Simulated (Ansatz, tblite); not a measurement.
Cost and result up the ladder for the cluster Cs3F2 (5 atoms). Charge 0, multiplicity 2. Geometry: PBE-D4/def2-TZVP.

| atom | x (Å) | y (Å) | z (Å) |
| --- | --- | --- | --- |
| Cs1 | 1.790 | 1.345 | 0.448 |
| Cs2 | -0.127 | -2.166 | -0.744 |
| Cs3 | -3.118 | 1.538 | 0.557 |
| F4 | 2.223 | -1.096 | -0.367 |
| F5 | -0.768 | 0.379 | 0.107 |

Ansatz on 4 threads of Arm Neoverse V1 on a shared host; xTB runs through tblite on one thread. Times are rough, summed over both states, and most runs start from the orbitals of an earlier one. ωB97M-V/def2-TZVP serves as the yardstick here, not as an exact answer. Differences are given only for rows in sets of like size (and for xTB, whose basis is part of the method), since another set adds its own error. The other state is a quartet at its own geometry.

In the def2 sets Cs takes a core potential; there is no spin–orbit coupling. The xTB rows come from tblite. B3LYP takes the VWN-RPA correlation. HSE06 is defined as in plane-wave codes, on full-range PBE exchange. Correlated methods freeze 2 core orbitals; core or outer-core shells of Cs are correlated, in sets that lack core-valence functions. The rows differ in basis, and correlated rows in double-zeta sets carry the largest basis error. The structure comes from a short search, and lower isomers may exist.

Correlated methods converge slowly with the basis, most of all in double-zeta sets (MP2 moves by 0.49 eV from def2-SVP to def2-TZVP here).

xTB has no spin-polarisation term.

```json
{"level": "GFN1-xTB", "functions": "20", "wall time": "0.007 s", "quartet − doublet (eV)": "3.27", "difference from ωB97M-V/def2-TZVP (eV)": "-2.25"}
{"level": "GFN2-xTB", "functions": "20", "wall time": "0.007 s", "quartet − doublet (eV)": "4.68", "difference from ωB97M-V/def2-TZVP (eV)": "-0.84"}
{"level": "MP2/def2-TZVP", "functions": "149", "wall time": "4.4 s", "quartet − doublet (eV)": "6.10", "difference from ωB97M-V/def2-TZVP (eV)": "0.58"}
{"level": "PBE-D4/def2-TZVP (with forces)", "functions": "149", "wall time": "9.5 s", "quartet − doublet (eV)": "4.83", "difference from ωB97M-V/def2-TZVP (eV)": "-0.69"}
{"level": "PBE0-D4/def2-TZVP", "functions": "149", "wall time": "11 s", "quartet − doublet (eV)": "5.06", "difference from ωB97M-V/def2-TZVP (eV)": "-0.46"}
{"level": "HSE06-D4/def2-TZVP", "functions": "149", "wall time": "11 s", "quartet − doublet (eV)": "5.04", "difference from ωB97M-V/def2-TZVP (eV)": "-0.48"}
{"level": "RPA@PBE/def2-TZVP", "functions": "149", "wall time": "13 s", "quartet − doublet (eV)": "4.52", "difference from ωB97M-V/def2-TZVP (eV)": "-1.00"}
{"level": "CAM-B3LYP-D4/def2-TZVP", "functions": "149", "wall time": "14 s", "quartet − doublet (eV)": "5.33", "difference from ωB97M-V/def2-TZVP (eV)": "-0.19"}
{"level": "B3LYP-D4/def2-TZVP", "functions": "149", "wall time": "18 s", "quartet − doublet (eV)": "5.07", "difference from ωB97M-V/def2-TZVP (eV)": "-0.45"}
{"level": "r2SCAN-D4/def2-TZVP", "functions": "149", "wall time": "21 s", "quartet − doublet (eV)": "4.96", "difference from ωB97M-V/def2-TZVP (eV)": "-0.56"}
{"level": "r2SCANh-D4/def2-TZVP", "functions": "149", "wall time": "23 s", "quartet − doublet (eV)": "5.04", "difference from ωB97M-V/def2-TZVP (eV)": "-0.48"}
{"level": "CCSD(T)/def2-SVP", "functions": "100", "wall time": "88 s", "quartet − doublet (eV)": "4.97", "difference from ωB97M-V/def2-TZVP (eV)": "–"}
{"level": "ωB97M-V/def2-TZVP", "functions": "149", "wall time": "93 s", "quartet − doublet (eV)": "5.52", "difference from ωB97M-V/def2-TZVP (eV)": "0.00"}
```
